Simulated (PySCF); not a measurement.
Identify the unknown among the candidates.

All candidates are C7H11Cl.

| technique | computed result |
| --- | --- |
| 1H NMR | chemical shifts (computed TMS as zero) by class: 4.52 (1 H), 2.18 (1 H), 1.94 (1 H), 1.89 (1 H), 1.50 (1 H), 1.02 (3 H), 0.90 (3 H) ppm [GIAO PBE0/pcSseg-1] |
| Dipole | 2.29 D [PBE0/pcSseg-1] |
| Rotational structure | rotational constants A, B, C: 2.338, 0.980, 0.822 GHz [GFN2-xTB] |
| NMR, other nuclei | isotropic shieldings of nuclei other than C and H, by class: 708 (1 Cl) ppm [GIAO PBE0/pcSseg-1] |
| 13C NMR | chemical shifts (computed TMS as zero) by class: 87.0 (1 C), 84.4 (1 C), 52.9 (1 C), 52.6 (1 C), 30.4 (1 C), 26.0 (1 C), 22.0 (1 C) ppm [GIAO PBE0/pcSseg-1] |

The electronic properties come from PySCF, for the isolated species, density fitting. Levels stand in brackets. The structure is a single GFN2-xTB conformer in the gas phase; no vibrational or solvent corrections. Each NMR value is the plain mean over a class of atoms that symmetry, rotation or inversion makes alike.

Task: Which candidate is it?
A. `C=C=C(C)[C@@H](Cl)CC`
B. `C#C[C@H](Cl)CC(C)C`
C. `CC1=CC[C@H]1CCCl`
D. `ClC1=CCCCCC1`
E. `C[C@@H]1C2(CC2)[C@@]1(C)Cl`

Result: B. It is `C#C[C@H](Cl)CC(C)C`. Numbering: `[CH:1]#[C:2][C@H:3]([Cl:4])[CH2:5][CH:6]([CH3:7])[CH3:8]`. Its formula, C7H11Cl, gives 2 degrees of unsaturation: 0 rings and 2 π bonds in the structure found. 7 carbons fall into 7 classes; from least to most shielded: alkyne carbon [C2] (87.0 ppm), terminal alkyne carbon [C1] (84.4 ppm), chain CH2 carbon [C5] (52.9 ppm), sp3 C–Cl carbon [C3] (52.6 ppm), sp3 CH carbon [C6] (30.4 ppm), methyl carbon [C8] (26.0 ppm), methyl carbon [C7] (22.0 ppm). Hydrogen classes from least to most shielded: 1 H on an sp3 C–Cl carbon, C3 (4.52 ppm), 1 H on a terminal alkyne carbon, C1 (2.18 ppm), 1 H on a chain CH2 carbon, C5 (1.94 ppm), 1 H on an sp3 CH carbon, C6 (1.89 ppm), 1 H on a chain CH2 carbon, C5 (1.50 ppm), 3 H on a methyl carbon, C8 (1.02 ppm), 3 H on a methyl carbon, C7 (0.90 ppm, a mean of values up to 0.8 ppm apart in this geometry). The other shieldings belong to: 708 ppm, alkyl chlorine [Cl4]. The optimised geometry has point group C1 and is an asymmetric top.

The others, at the same levels:
- `C[C@@H]1C2(CC2)[C@@]1(C)Cl` fails: its computed 13C shifts are 55.6 (1 C), 29.9 (1 C), 29.1 (1 C), 23.1 (1 C), 14.3 (1 C), 11.0 (1 C), 8.1 (1 C) ppm, 1H shifts are 1.53 (3 H), 1.49 (1 H), 1.15 (3 H), 1.14 (1 H), 0.90 (1 H), 0.83 (1 H), 0.77 (1 H) ppm and rotational constant A is 2.051 GHz (against 2.338 GHz).
- `C=C=C(C)[C@@H](Cl)CC` fails: its computed 13C shifts are 219.8 (1 C), 109.7 (1 C), 81.3 (1 C), 71.4 (1 C), 34.6 (1 C), 21.3 (1 C), 14.5 (1 C) ppm, 1H shifts are 5.10 (2 H), 3.79 (1 H), 2.02 (3 H), 1.92 (1 H), 1.72 (1 H), 1.22 (3 H) ppm and rotational constant A is 2.008 GHz (against 2.338 GHz).
- `CC1=CC[C@H]1CCCl` fails: its computed 13C shifts are 159.2 (1 C), 134.9 (1 C), 49.1 (1 C), 42.7 (1 C), 40.3 (1 C), 34.4 (1 C), 17.2 (1 C) ppm, 1H shifts are 6.04 (1 H), 3.77 (1 H), 3.53 (1 H), 3.11 (1 H), 2.59 (1 H), 2.05 (1 H), 1.85 (3 H), 1.74 (1 H), 1.26 (1 H) ppm and rotational constant A is 3.322 GHz (against 2.338 GHz).
- `ClC1=CCCCCC1` fails: its computed 13C shifts are 151.4 (1 C), 137.7 (1 C), 42.6 (1 C), 38.0 (1 C), 32.3 (1 C), 30.3 (1 C), 29.4 (1 C) ppm, 1H shifts are 6.34 (1 H), 2.55 (2 H), 2.21 (2 H), 1.76 (2 H), 1.48 (2 H), 1.42 (2 H) ppm and rotational constant A is 3.119 GHz (against 2.338 GHz).

Each candidate is one conformer, not necessarily the lowest. Dipoles, sizes and rotational constants follow the conformer. The torsions of the flexible species, by atom-mapped SMILES:
- `[CH:1]#[C:2][C@H:3]([Cl:4])[CH2:5][CH:6]([CH3:7])[CH3:8]`: C2–C3–C5–C6 -61°, C3–C5–C6–C7 -64°
- `[CH2:1]=[C:2]=[C:3]([CH3:4])[C@@H:5]([Cl:6])[CH2:7][CH3:8]`: C2–C3–C5–Cl6 -101°, C3–C5–C7–C8 176°
- `[CH3:1][C:2]1=[CH:3][CH2:4][C@H:5]1[CH2:6][CH2:7][Cl:8]`: C4–C5–C6–C7 -74°, C5–C6–C7–Cl8 -67°

The conformers of `ClC1=CCCCCC1` aren't listed.
